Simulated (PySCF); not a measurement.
Job file and geometry (Å, from GFN2-xTB) of a spin–spin coupling run on `CC(C)CBr`, C₄H₉Br, B3LYP/pcJ-1 Br:pcSseg-1 indirect spin-spin coupling, non-relativistic, gas phase in PySCF 2.14.0, density-fitted response routines; density fitting, a coarse starting grid and PySCF grid level 2 are the driver's defaults:

```
{"job": {"kind": "j", "xc": "B3LYP", "basis": "pcJ-1"}, "charge": 0, "multiplicity": 1}
C     -1.203308    -0.788158    -0.070009
C      0.044231    -0.041585     0.392205
C     -0.151299     1.469045     0.265229
C      1.261336    -0.447696    -0.427110
Br     1.769408    -2.308669    -0.115227
H     -2.060327    -0.500283     0.533623
H     -1.422361    -0.554920    -1.110711
H     -1.067710    -1.863515     0.022590
H      0.234812    -0.284238     1.443792
H     -1.015305     1.782968     0.845235
H     -0.316203     1.745886    -0.774341
H      0.720459     2.006893     0.631734
H      1.069293    -0.361624    -1.496372
H      2.136295     0.145424    -0.162806
```

Question: What does the program print?

Answer: 
```
coarse grid: 50304 points
cycle   1  E = -2731.7357051861  dE = -9.863e-01  |g| = 8.065e-01  |ddm| = 2.843e+00
cycle   2  E = -2731.7251735653  dE =  1.053e-02  |g| = 5.814e-01  |ddm| = 6.878e-01
cycle   3  E = -2731.7777395330  dE = -5.257e-02  |g| = 1.759e-01  |ddm| = 5.138e-01
cycle   4  E = -2731.7851841217  dE = -7.445e-03  |g| = 3.554e-02  |ddm| = 1.898e-01
cycle   5  E = -2731.7854594908  dE = -2.754e-04  |g| = 1.468e-02  |ddm| = 4.543e-02
cycle   6  E = -2731.7855101094  dE = -5.062e-05  |g| = 1.643e-03  |ddm| = 1.185e-02
cycle   7  E = -2731.7855105120  dE = -4.025e-07  |g| = 7.306e-04  |ddm| = 1.665e-03
final grid: 106256 points
cycle   8  E = -2731.7854962845  dE =  2.616e-08  |g| = 9.432e-04  |ddm| = 2.168e-03
cycle   9  E = -2731.7854961112  dE =  1.733e-07  |g| = 1.298e-03  |ddm| = 1.734e-03
cycle  10  E = -2731.7854964778  dE = -3.666e-07  |g| = 1.066e-04  |ddm| = 1.017e-03
cycle  11  E = -2731.7854964806  dE = -2.799e-09  |g| = 1.081e-05  |ddm| = 9.278e-05
cycle  12  E = -2731.7854964807  dE = -3.320e-11  |g| = 3.703e-06  |ddm| = 1.852e-05
converged SCF energy = -2731.7854964807

Indirect spin-spin couplings (Hz)
  i      j    bonds     total        FC       PSO       DSO        SD
  0 C    1 C    1     35.883    36.212    -0.573     0.244         -
  0 C    2 C    2      0.299     0.504    -0.217     0.013         -
  0 C    3 C    2     -0.299    -0.142    -0.221     0.063         -
  0 C    5 H    1    131.304   129.378     1.193     0.733         -
  0 C    6 H    1    131.014   129.057     1.169     0.787         -
  0 C    7 H    1    134.686   132.850     1.008     0.829         -
  0 C    8 H    2     -2.299    -2.376     0.105    -0.027         -
  0 C    9 H    3      2.464     2.451    -0.037     0.050         -
  0 C   10 H    3      2.879     2.870    -0.026     0.035         -
  0 C   11 H    3     10.478    10.497     0.403    -0.422         -
  0 C   12 H    3      4.093     3.971    -0.054     0.176         -
  0 C   13 H    3      7.990     7.979     0.401    -0.389         -
  1 C    2 C    1     32.924    33.157    -0.462     0.229         -
  1 C    3 C    1     35.539    36.468    -1.250     0.320         -
  1 C    5 H    2     -2.741    -2.823     0.104    -0.022         -
  1 C    6 H    2     -3.915    -4.026     0.109     0.003         -
  1 C    7 H    2     -3.568    -3.721     0.099     0.054         -
  1 C    8 H    1    138.617   136.866     0.517     1.233         -
  1 C    9 H    2     -2.915    -3.015     0.138    -0.037         -
  1 C   10 H    2     -4.156    -4.295     0.168    -0.029         -
  1 C   11 H    2     -2.884    -2.970     0.130    -0.044         -
  1 C   12 H    2     -2.033    -2.164     0.030     0.101         -
  1 C   13 H    2     -1.702    -1.781    -0.013     0.091         -
  2 C    3 C    2      3.394     3.423    -0.092     0.063         -
  2 C    5 H    3      2.428     2.415    -0.011     0.024         -
  2 C    6 H    3      3.305     3.281    -0.017     0.041         -
  2 C    7 H    3     11.288    11.279     0.410    -0.401         -
  2 C    8 H    2     -3.162    -3.193     0.100    -0.069         -
  2 C    9 H    1    134.674   132.870     1.127     0.678         -
  2 C   10 H    1    131.342   129.480     1.152     0.711         -
  2 C   11 H    1    131.206   129.343     1.177     0.685         -
  2 C   12 H    3      1.384     1.312     0.010     0.062         -
  2 C   13 H    3      2.928     2.827    -0.058     0.160         -
  3 C    5 H    3     12.262    12.207     0.374    -0.320         -
  3 C    6 H    3      3.451     3.389    -0.145     0.207         -
  3 C    7 H    3      2.951     2.845    -0.096     0.202         -
  3 C    8 H    2     -5.645    -5.702    -0.139     0.196         -
  3 C    9 H    3     17.579    17.455     0.437    -0.312         -
  3 C   10 H    3      3.806     3.612    -0.028     0.223         -
  3 C   11 H    3      2.987     2.826    -0.051     0.212         -
  3 C   12 H    1    156.289   155.078    -0.079     1.290         -
  3 C   13 H    1    156.539   155.304    -0.035     1.269         -
  5 H    6 H    2    -13.178   -13.473     2.637    -2.342         -
  5 H    7 H    2    -13.797   -14.223     2.620    -2.194         -
  5 H    8 H    3      3.887     3.716     0.205    -0.034         -
  5 H   10 H    4     -0.274    -0.252     0.528    -0.549         -
  5 H   13 H    4      2.805     2.752     1.737    -1.684         -
  6 H    7 H    2    -13.010   -13.513     2.544    -2.041         -
  6 H    8 H    3     13.473    13.330     2.676    -2.534         -
  6 H    9 H    4     -0.232    -0.228     0.412    -0.417         -
  6 H   12 H    4      0.213    -0.264    -1.461     1.938         -
  7 H    8 H    3      3.758     3.412     0.157     0.188         -
  7 H    9 H    4      0.353     0.275     1.450    -1.372         -
  7 H   11 H    4      3.681     3.630     1.744    -1.693         -
  7 H   13 H    4     -0.398    -0.275     1.534    -1.658         -
  8 H    9 H    3      4.097     3.983     0.270    -0.156         -
  8 H   10 H    3     14.449    14.347     2.695    -2.593         -
  8 H   11 H    3      3.923     3.772     0.194    -0.043         -
  8 H   12 H    3     12.566    12.358     2.574    -2.367         -
  8 H   13 H    3      3.325     2.883     0.279     0.163         -
  9 H   10 H    2    -13.782   -13.978     2.681    -2.485         -
  9 H   11 H    2    -13.711   -13.901     2.734    -2.544         -
  9 H   12 H    4     -0.184    -0.323     1.478    -1.340         -
  9 H   13 H    4      0.321     0.160     1.461    -1.300         -
 10 H   11 H    2    -12.679   -12.901     2.684    -2.463         -
 10 H   12 H    4      0.160    -0.220    -1.170     1.550         -
 11 H   13 H    4      0.238    -0.183    -1.478     1.900         -
 12 H   13 H    2     -9.735   -10.793     2.354    -1.296         -
```

Size and cost of the density-fitted run: 239 basis functions, 41 s wall time on 1 thread of an x86-64 server CPU, shared host.
